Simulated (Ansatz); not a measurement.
Cost and result for the atomization energy of OSe (`O=[Se]`) (triplet) (2 atoms, 1 bond).

Total charge 0; spin multiplicity 3. Correlated methods include outer-core shells of Se, which these sets cover unevenly. Scalar relativity is left out up to krypton. Geometry: relaxed with PBE0-D4/def2-TZVP. Program: Ansatz. All runs use 4 threads of an Arm Neoverse V1 on a shared host. Times are those of one run each, without the atoms' runs, and a repeat can differ threefold. Electronic energies, without spin–orbit coupling; frozen cores. CCSD(T)/CBS adds CCSD(T) − MP2 in def2-TZVPP to the MP2 limit, and its time is that of the two runs behind it. T1 = 0.017; ⟨S²⟩ of the reference is 2.06. With those shells the extrapolation isn't a true limit. B3LYP takes the VWN-RPA correlation (the form of Gaussian; ORCA's B3LYP/G). HSE06 is the plane-wave form, built on full-range PBE exchange.

CCSD(T)/CBS is a level of theory with its own doubt, some kJ/mol a heavy atom from the limit and from the frozen cores, so smaller differences don't rank the functionals.

```
                            level  functions  wall time
           LDA (SPW92)/def2-TZVPP         79     0.35 s
               BLYP-D4/def2-TZVPP         79      0.5 s
               PBE0-D4/def2-TZVPP         79     0.55 s
              HSE06-D4/def2-TZVPP         79     0.65 s
              BHLYP-D4/def2-TZVPP         79     0.65 s
B3LYP-D4/def2-TZVPP (with forces)         79      0.7 s
                 CCSD(T)/def2-SVP         46     0.75 s
               RPA@PBE/def2-TZVPP         79      0.8 s
            r2SCANh-D4/def2-TZVPP         79      1.2 s
              PBE-QIDH/def2-TZVPP         79      1.8 s
               CCSD(T)/def2-TZVPP         79      2.6 s
               CCSD(T)/def2-QZVPP        146       14 s
                CCSD(T)/CBS(def2)          –       16 s
```

Problem. What atomization energy does each give, and how far from CCSD(T)/CBS? (Estimate.)

Solution. The calculation gave: 
| level | atomization (kcal/mol) | difference from CCSD(T)/CBS | per bond |
| --- | --- | --- | --- |
| LDA (SPW92)/def2-TZVPP | 146.5 | 41.2 | 41.2 |
| BLYP-D4/def2-TZVPP | 117.4 | 12.1 | 12.0 |
| PBE0-D4/def2-TZVPP | 105.5 | 0.2 | 0.2 |
| HSE06-D4/def2-TZVPP | 105.8 | 0.5 | 0.4 |
| BHLYP-D4/def2-TZVPP | 87.5 | -17.8 | -17.8 |
| B3LYP-D4/def2-TZVPP (with forces) | 106.9 | 1.6 | 1.6 |
| CCSD(T)/def2-SVP | 85.2 | -20.1 | -20.2 |
| RPA@PBE/def2-TZVPP | 94.3 | -11.0 | -11.1 |
| r2SCANh-D4/def2-TZVPP | 106.5 | 1.2 | 1.1 |
| PBE-QIDH/def2-TZVPP | 100.6 | -4.7 | -4.8 |
| CCSD(T)/def2-TZVPP | 99.0 | -6.3 | -6.3 |
| CCSD(T)/def2-QZVPP | 103.3 | -2.0 | -2.0 |
| CCSD(T)/CBS(def2) | 105.3 | 0.0 | 0.0 |

From PBE to PBE0 (25 % exact exchange), in def2-TZVPP and without D4, the atomization energy moves by −16.3 kcal/mol: exact exchange takes away binding that semilocal exchange gives to molecules. Leaving LDA and LC-ωPBE aside and taking each functional with its dispersion term where it has one, the values, not all of them listed here, spread over 34.4 kcal/mol, from BHLYP-D4 to PBE-D4. LDA lies +25.1 kcal/mol from PBE without D4, its usual overbinding. At CCSD(T), def2-SVP lies −20.2 kcal/mol from the extrapolated value and def2-TZVPP −6.3 kcal/mol: correlation converges slowly with the basis, and small sets miss more of it in the bonded molecule than in its fragments.
